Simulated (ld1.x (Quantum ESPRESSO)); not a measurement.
# Configuration tests for zirconium (TM)

```
Element                 : zirconium (Zr)
Generator               : ld1.x (Quantum ESPRESSO) 7.5
Type                    : norm-conserving Troullier–Martins (Kleinman–Bylander form)
Functional              : PBE
Relativity              : scalar-relativistic
Frozen core             : [Kr]
Valence charge          : 4
Reference configuration : 4d2 5s2 5p0
Partial waves           : 5s (bound): rc 2.80 bohr; 4d (bound): rc 2.60 bohr; 5p (bound, empty): rc 4.10 bohr
Local potential         : the p channel
Core correction         : Bessel-smoothed model core inside 1.60 bohr
```

Energies are relative to the spin-unpolarised reference configuration 4d2 5s2 5p0; without spin polarisation the order of configurations can differ from experiment.

```csv
valence configuration,charge,ΔE all-electron (eV),error AE − PS (meV)
4d2 5s1 5p0,+1,7.137,-7.0
4d2 5s0 5p0,+2,20.077,-62
4d1 5s0 5p0,+3,42.704,-332
4d2.5 5s1.5 5p0,0,0.514,-25
4d1 5s2 5p0,+1,7.664,-76
```

(1) What are ΔE and the potential's error for 4d3 5s1 5p0?

(2) What are ΔE and the potential's error for 4d3 5s0 5p0?

## Answers

(1) ΔE = 1.195 eV all-electron; the error (AE − PS) is -89 meV.

(2) ΔE = 7.521 eV all-electron; the error (AE − PS) is -145 meV.
